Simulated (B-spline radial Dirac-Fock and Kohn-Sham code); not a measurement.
Calculated with a radial finite-basis atomic code, using independent-particle rates on relativistic LDA orbitals of the hole state (multipoles up to L = 3, Coulomb Auger matrix elements, transition energies from Dirac-Fock).

Q: A single inner-shell vacancy in a neutral atom gives this computed emission spectrum. Which element, which hole, and which lines?

| energy (eV) | relative intensity |
| --- | --- |
| 2765.1 | 3.9 |
| 3127.8 | 11.3 |
| 3134.6 | 100.0 |
| 3422.2 | 0.8 |
| 3529.2 | 1.2 |
| 3529.9 | 10.4 |
| 3538.7 | 0.1 |

A: Cadmium (Z = 48), hole in L3 (2p3/2). In order of rising energy the lines are Lℓ (L3-M1), Lα2 (L3-M4), Lα1 (L3-M5), Lβ6 (L3-N1), Lβ15 (L3-N4), Lβ2 (L3-N5), Lβ7 (L3-O1).
